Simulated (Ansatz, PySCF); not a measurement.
FGeH5N2. Atoms are numbered in the order given.

```xyz
9

Ge    -0.0561     0.1829    -0.1953
N      1.3455    -0.8041    -0.7554
N     -1.3435    -0.9961     0.2886
F      0.2384     1.0565     1.2919
H     -0.3430     1.2794    -1.2330
H      1.6477    -1.5371    -0.1204
H      2.1467    -0.3057    -1.1287
H     -2.1117    -0.6074     0.8269
H     -1.7034    -1.5881    -0.4536
```

Coordinates come from a PBE0-D3(BJ)/def2-SVP optimisation. This is a generated structure with no PubChem entry under its InChIKey; it may be hypothetical. One conformer was computed; it need not be the lowest.

Vertical ionisation energy (IE) and electron affinity (EA) in eV. Rows of orbital energies are one-electron estimates. Where ΔSCF, EOM or ADC give a negative EA the extra electron is unbound and the value depends on the basis.

| level | IE | EA |
|---|---|---|
| −ε(HOMO), −ε(LUMO), ωB97X/def2-TZVP (PySCF) | 10.15 | -2.75 |
| −ε(HOMO), −ε(LUMO), PBE/def2-TZVP (PySCF) | 6.17 | 0.23 |
| ΔSCF, PBE0/def2-SVPD (Ansatz), final states of multiplicity 2 and 2 | 9.92 | -1.50 |
| ΔSCF, PBE/def2-SVPD (Ansatz), final states of multiplicity 2 and 2 | 9.53 | -1.29 |

Q: What vertical singlet–triplet gap does ΔSCF give with PBE0/def2-SVPD (Ansatz, a first-principles code) and with PBE/def2-SVPD (Ansatz)? (Estimate from the structure and the level; the computed values follow.)

A: 6.25 and 5.89 eV (triplet above singlet where positive).
